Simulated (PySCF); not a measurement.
Computed shifts of a molecule C7H8, PySCF with KT2/pcSseg-1, GIAO, gas phase, equivalent atoms averaged, in ppm (number of nuclei): ¹³C: 135.3 (1), 126.7 (2), 125.8 (2), 123.2 (1), 25.7 (1). ¹H: 7.41 (2), 7.35 (2), 7.31 (1), 2.65 (3). References: ¹³C against TMS (σ = 185.1 ppm); ¹H against TMS (σ = 31.47 ppm), references at their B3LYP-D3(BJ)/def2-TZVP geometries, non-relativistic. Geometry: r2SCAN-D4/def2-SVP. Other conformers were not sampled.

Q: Which molecule gave these data?
A) C#CCC#CCC
B) Cc1ccccc1
C) C#CCC=C=CC
D) C=C=CC#CCC

A: B, Cc1ccccc1
